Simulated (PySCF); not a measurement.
Species: (F3Sn)2Se.
Bonds: Sn1–F2, Sn1–F3, Sn1–F4, Sn1–Se5, Se5–Sn6, Sn6–F7, Sn6–F8, Sn6–F9.

Method: PySCF 2.14.0, PBE0-D3(BJ)/def2-SVP geometry optimisation, gas phase, def2 core potentials past Kr; density fitting, grid level 1; the optimiser is geomeTRIC in internal coordinates, started from a GFN2-xTB structure with every atom displaced at random (about 0.03 Å).

Step 0: E = -93274.4226 eV
```
atom  x, y, z in Å  |  force x, y, z in eV/Å
Sn1    -1.3283    0.0797    1.4606   -0.377   2.885   0.869
F2     -1.6001   -1.2681    2.8318    0.216   0.580  -0.671
F3     -2.8986    1.4568    1.8084    2.519  -2.228  -0.569
F4      0.4441    1.0862    1.8005   -2.275  -1.451  -0.581
Se5    -1.3467   -0.6308   -1.0266    0.630   0.273   0.682
Sn6     1.1562   -0.2123   -1.5069    1.932  -0.392  -0.552
F7      1.9697    1.5987   -1.5051   -0.864  -1.587   0.084
F8      1.3037   -0.7848   -3.4184   -0.194   0.524   1.836
F9      2.4327   -1.3950   -0.4698   -1.586   1.395  -1.098
```

**Question.** Estimate the geometry and energy of step 1. (The exact step hangs on the optimiser's Hessian estimate; all steps are aligned on step 0, rigid shifts and turns removed.)

**Answer.** E = -93275.1841 eV, largest force 2.358 eV/Å
```
atom  x, y, z in Å  |  force x, y, z in eV/Å
Sn1    -1.2961    0.0876    1.4128   -0.470   2.056   0.284
F2     -1.5344   -1.2415    2.7789    0.137   0.219  -0.282
F3     -2.7721    1.4265    1.7780    1.710  -1.573  -0.404
F4      0.4462    1.0252    1.6706   -1.363  -0.887  -0.321
Se5    -1.3667   -0.6334   -1.0403    0.500   0.219   0.550
Sn6     1.1221   -0.2051   -1.4632    0.956  -0.299  -0.187
F7      1.8890    1.5785   -1.4268   -0.463  -0.770   0.029
F8      1.3149   -0.7629   -3.3258   -0.111   0.269   0.939
F9      2.3299   -1.3445   -0.4097   -0.896   0.767  -0.610
```

The energy changes by -0.7614 eV. The first-order estimate −F·Δx gives -0.9368 eV and the mean of the old and new forces, exact on a quadratic surface, -0.7516 eV. The step makes an angle of 63° with the force vector and moves no atom by more than 0.144 Å.

The cost below is that of the whole optimisation. On one thread, Arm Neoverse V2 (aarch64) (shared host), this took 8.4 min of wall time and 0.85 GiB of memory at its peak.
